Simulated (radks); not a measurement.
Problem. Ho8+, configuration [Xe] 4f5 (not the ground configuration). All-electron calculation, scalar-relativistic Kohn-Sham, PBE, spin-polarised, spherical densities, point nucleus; open shells are filled with parallel spins first (spin-orbit coupling, left out, can overturn this in heavy ions). Program: a radial shooting solver on a logarithmic mesh with Libxc functionals. Some entries of the table are withheld. Estimate them.

| orbital | occ. | eigenvalue (eV) | <r> (bohr) | r(max) (bohr) |
|---|---|---|---|---|
| 1s down | 1 | -55662.67 | 0.02074 | 0.01311 |
| 1s up | 1 | -55662.66 | 0.02074 | 0.01311 |
| 2s up | 1 | -9450.101 | 0.08811 | 0.07462 |
| 2s down | 1 | -9450.028 | 0.08811 | 0.07462 |
| 2p up | 3 | -8389.511 | 0.07809 | 0.06062 |
| 2p down | 3 | -8389.459 | 0.07809 | 0.06062 |
| 3s up | 1 | -2247.915 | 0.2300 | 0.2113 |
| 3s down | 1 | -2244.998 | 0.2298 | 0.2112 |
| 3p up | 3 | -1923.939 | 0.2290 | 0.2079 |
| 3p down | 3 | -1921.031 | 0.2288 | 0.2077 |
| 3d up | 5 | -1512.570 | 0.2081 | 0.1698 |
| 3d down | 5 | -1510.350 | 0.2078 | 0.1697 |
| 4s up | 1 | -577.7595 | 0.5122 | 0.4812 |
| 4s down | 1 | -571.8882 | 0.5125 | 0.4812 |
| 4p up | 3 | -469.3723 | 0.5398 | 0.5016 |
| 4p down | 3 | -463.6425 | 0.5404 | 0.5016 |
| 4d up | 5 | -322.9605 | 0.5742 | 0.5151 |
| 4d down | 5 | -317.3782 | 0.5757 | 0.5152 |
| 5s up | 1 | -178.0122 | 1.115 | 1.047 |
| 5s down | 1 | -175.8147 | 1.124 | 1.055 |
| 4f up | 5 | -160.6044 | 0.6358 | 0.4882 |
| 4f down | 0 | -155.1640 | 0.6432 | 0.4899 |
| 5p up | 3 | -145.7287 | 1.228 | 1.145 |
| 5p down | 3 | -144.0671 | 1.239 | 1.154 |
| 5d up | 0 | (1) | (2) | 1.335 |
| 5d down | 0 | (3) | (4) | 1.347 |
| 6s up | 0 | -81.0756 | 2.156 | 2.118 |
| 6s down | 0 | -80.5368 | 2.169 | 2.133 |

Solution. 
(1) 5d up eigenvalue (eV): -102.9319
(2) 5d up <r> (bohr): 1.458
(3) 5d down eigenvalue (eV): -101.9106
(4) 5d down <r> (bohr): 1.472
